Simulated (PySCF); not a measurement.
A mixed set of molecules.

All values: PBE0/def2-SVPD (PySCF) at GFN2-xTB geometries, gas phase, one conformer each. Core orbitals are frozen in the response; Δα² is half the sum of the squared differences of the principal polarisabilities.

(1) Rank by mean static polarisability, lowest first.
A. `C1([SiH2][SiH2]C=1OC)C`
B. `C#C/C(=C\F)CC`
C. `N#CC1=CC/1=C/NC=O`
D. `C(F)/C(=C\O[SiH3])C`
E. `F[C@]12C[C@@H]3[C@H](C1)[C@@H]32`

(2) Rank by HOMO energy, highest first.
A. `C(/C(C)=C\O[SiH3])F`
B. `CC/C(C#C)=C/F`
C. `COC1=C(C)[SiH2][SiH2]1`
D. `F[C@]12C[C@@H]3[C@H](C1)[C@@H]32`
E. `C[C@@H]1C[C@@H]([SiH2]O1)F`
F. `C1(C(C#N)=C/1)=C/NC=O`

Answers

(1) E (9.02 Å³), B (10.80 Å³), D (12.19 Å³), C (14.37 Å³), A (16.23 Å³).

(2) F (-6.37 eV), C (-6.58 eV), A (-6.76 eV), B (-6.97 eV), D (-7.50 eV), E (-8.05 eV).

All values together:

```csv
SMILES,formula,μ (D),HOMO (eV),LUMO (eV),α (Å³),Δα (Å³),electrons,α per electron (Å³)
C/C(=C/O[SiH3])CF,C4H9FOSi,2.39,-6.76,-0.10,12.19,5.55,64,0.190
N#CC1=CC/1=C/NC=O,C6H4N2O,2.76,-6.37,-2.76,14.37,13.19,62,0.232
C[C@@H]1C[C@H](F)[SiH2]O1,C4H9FOSi,1.52,-8.05,0.04,11.01,2.15,64,0.172
C#C/C(=C\F)CC,C6H7F,1.83,-6.97,-0.78,10.80,5.05,52,0.208
F[C@]12C[C@@H]3[C@H](C1)[C@@H]32,C6H7F,1.92,-7.50,0.93,9.02,0.64,52,0.173
COC1=C(C)[SiH2][SiH2]1,C4H10OSi2,0.95,-6.58,-0.07,16.23,6.93,70,0.232
```

Conformers: `[CH3:1]/[C:2](=[CH:3]/[O:4][SiH3:5])[CH2:6][F:7]` with C2–C3–O4–Si5 166°, C1–C2–C6–F7 53°; `[N:1]#[C:2][C:3]1=[CH:4][C:5]/1=[CH:6]/[NH:7][CH:8]=[O:9]` with C5–C6–N7–C8 180°, C6–N7–C8–O9 0°; `[CH3:1][C@@H:2]1[CH2:3][C@H:4]([F:5])[SiH2:6][O:7]1` with C1–C2–C3–C4 -156°, C2–C3–C4–F5 155°, C3–C4–Si6–O7 -20°, C4–Si6–O7–C2 1°; `[CH:1]#[C:2]/[C:3](=[CH:4]\[F:5])[CH2:6][CH3:7]` with C2–C3–C6–C7 71°; `[CH3:1][O:2][C:3]1=[C:4]([CH3:5])[SiH2:6][SiH2:7]1` with C1–O2–C3–C4 180°.

Problem. How closely does the mean polarisability follow the number of electrons in this set?

Solution. The correlation coefficient is 0.80; α per electron runs from 0.172 to 0.232 Å³.
